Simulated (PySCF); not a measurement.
## A small calculation by hand: oscillator strength and radiative lifetime

B(F)(vinyl)(OH) (C2H4BFO), SMILES C=CB(O)F.

Geometry: PBE0-D3(BJ)/def2-SVP. Other conformers were not sampled.

TDDFT-LC-ωPBE/def2-SVPD (PySCF) puts the first singlet state with f over 0.02 at 6.97 eV (vertical), with the transition dipole (0.852, 0.509, 0.969) in atomic units.

Question: Find the oscillator strength, the wavelength and the radiative lifetime that this transition would have in vacuum if emission retraced absorption.

Answer: 
|μ|² = 1.9239 au, so |μ| = 3.53 D. ΔE = 6.97/27.211 = 0.2561 hartree. f = (2/3) ΔE |μ|² = 0.329 (the program prints 0.328).
λ = 1239.84/6.97 = 178 nm; ν = 56217 cm⁻¹.
Einstein's coefficient A = 0.6670 ν² f s⁻¹ (ν in cm⁻¹) = 6.9e8 s⁻¹, so τ = 1/A = 1.4 ns. This state is S2; the lower singlet has f = 0.000. The figure is the radiative limit of this one transition; relaxation, internal conversion, crossing to triplets and a medium change what is measured.
